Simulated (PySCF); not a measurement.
```xyz
21

Si    -1.9130    -1.9885    -0.0933
C     -0.9687    -0.3416    -0.0076
C     -1.7110     0.8517    -0.0664
S     -3.4925     0.7630    -0.0992
C     -1.0711     2.1280    -0.0614
C      0.3045     2.2213    -0.0068
C      1.1126     1.0497     0.0655
N      2.4657     1.2169     0.1246
C      3.2268     0.1356     0.1871
C      2.7103    -1.1880     0.1951
C      1.3385    -1.3734     0.1376
C      0.4672    -0.2451     0.0703
H     -3.0122    -2.0038     0.9341
H     -1.0160    -3.1610     0.1819
H     -2.5220    -2.1631    -1.4570
H     -3.6859     2.0014    -0.6320
H     -1.6847     3.0413    -0.0945
H      0.8209     3.1920    -0.0078
H      4.3192     0.2992     0.2354
H      3.3949    -2.0477     0.2485
H      0.9165    -2.3881     0.1458
```

Charge 0, multiplicity 1.

Problem. Give the Mulliken and meta-Löwdin atomic charges from PBE-D3(BJ)/def2-TZVP // PBE-D3(BJ)/def2-SVP run with PySCF 2.14.0.

Solution. 
| atom | Mulliken (e) | meta-Löwdin (e) |
|---|---|---|
| Si1 | 0.11 | 0.39 |
| C2 | -0.02 | -0.23 |
| C3 | 0.15 | -0.06 |
| S4 | -0.17 | -0.01 |
| C5 | -0.16 | -0.13 |
| C6 | -0.24 | -0.10 |
| C7 | 0.13 | 0.10 |
| N8 | -0.13 | -0.24 |
| C9 | -0.06 | 0.00 |
| C10 | -0.10 | -0.14 |
| C11 | -0.14 | -0.10 |
| C12 | 0.00 | 0.00 |
| H13 | -0.01 | -0.07 |
| H14 | -0.02 | -0.08 |
| H15 | -0.01 | -0.07 |
| H16 | 0.15 | 0.11 |
| H17 | 0.10 | 0.12 |
| H18 | 0.10 | 0.14 |
| H19 | 0.11 | 0.12 |
| H20 | 0.11 | 0.13 |
| H21 | 0.09 | 0.13 |
